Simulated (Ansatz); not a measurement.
PbS2⁻, relaxed as a doublet with UKS PBE-D4/def2-TZVPD in Ansatz, starting from the GFN1-xTB geometry. Force threshold 0.02 eV/Å.

In the def2 sets Pb takes a core potential; there is no spin–orbit coupling. The highest occupied level of the charge -1 doublet lies above zero (up to 0.99 eV). It is a level of α spin, whose loss leaves a singlet; that state wasn't run at this geometry and level. The electron is either unbound and held by the finite basis, or the level is raised by self-interaction error. The relaxation made no stability test and no search for a lower SCF solution. Another isomer (doublet) lies 0.16 eV lower at PBE-D4/def2-TZVPD; other spin states weren't run for this one.

Start:

```xyz
3

Pb   -0.483   -1.439    0.484
S    -0.425    1.181    0.466
S     0.907    0.258   -0.949
```

```tsv
step	energy (eV)	largest force component (eV/Å)	SCF passes
1	-26914.6028	0.182	18
2	-26914.6046	0.108	23
3	-26914.6053	0.005	23
```

Force components are those of the run's own axes.

End:

Cartesian coordinates in Å:
```
Pb -0.4858 -1.4481 0.4867
S -0.4177 1.1816 0.4587
S 0.9035 0.2664 -0.9454
```

By distances, no bond broke or formed. The bond that changes most is S2–S3, from 2.15 to 2.13 Å (atoms count from 1).

No frequencies were taken in this run, so the end may be a saddle point.

Run time 4.3 s (4 threads of Arm Neoverse V2 on a shared host).
